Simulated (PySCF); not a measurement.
Predicted microwave data (PBE0/pcSseg-1 in PySCF (dipole) on a GFN2-xTB geometry, gas phase) for one isomer of C7H8FN:

| Item | Value |
| --- | --- |
| Rotational constants | A = 1881, B = 1692, C = 1223 MHz |
| Dipole components | \|μa\| = 2.40 D, \|μb\| = 2.01 D, \|μc\| = 2.25 D |
| Inertial defect | -154.09 u·Å² |
| κ | 0.43 |

Problem. Which candidate fits, each taken in the one conformer that was computed?
A. `[N:1]#[C:2][C@@:3]12[CH2:4][CH2:5][CH2:6][C@@H:7]1[C@H:8]2[F:9]` with C2–C3–C4–C5 123°, C3–C4–C5–C6 31°, C4–C5–C6–C7 -30°, C5–C6–C7–C8 82°
B. `Cc1cc(N)cc(F)c1`
C. `[CH2:1]=[CH:2][CH2:3]/[C:4]([F:5])=[C:6](\[CH3:7])[C:8]#[N:9]` with C1–C2–C3–C4 -129°, C2–C3–C4–F5 -103°
D. `[CH2:1]=[CH:2][C:3](=[CH2:4])[C@@:5]([CH3:6])([F:7])[C:8]#[N:9]` with C1–C2–C3–C4 -171°, C2–C3–C5–C6 67°

Solution. D. It is C=CC(=C)[C@@](C)(F)C#N, an asymmetric top, point group C1. The candidates at the same level (rigid rotor, commonest isotopes):

```
                     SMILES  A (MHz)  B (MHz)  C (MHz)  μa (D)  μb (D)  μc (D)  Δ (u·Å²)  point group           rotor
            Cc1cc(N)cc(F)c1     1814     1765    900.1    2.29    1.65    0.87     -3.40            –               –
     C=CC(=C)[C@@](C)(F)C#N     1881     1692     1223    2.40    2.01    2.25   -154.09           C1  asymmetric top
         C=CC/C(F)=C(\C)C#N     2889     1020    818.6    5.28    1.26    1.34    -53.14           C1  asymmetric top
N#C[C@@]12CCC[C@@H]1[C@H]2F     2319     1571     1111    5.13    1.53    0.80    -84.87           C1  asymmetric top
```

`Cc1cc(N)cc(F)c1` has C 26 % too low; `N#C[C@@]12CCC[C@@H]1[C@H]2F` has A 23 % too high; `C=CC/C(F)=C(\C)C#N` has A 54 % too high. No structure here is proved a minimum.
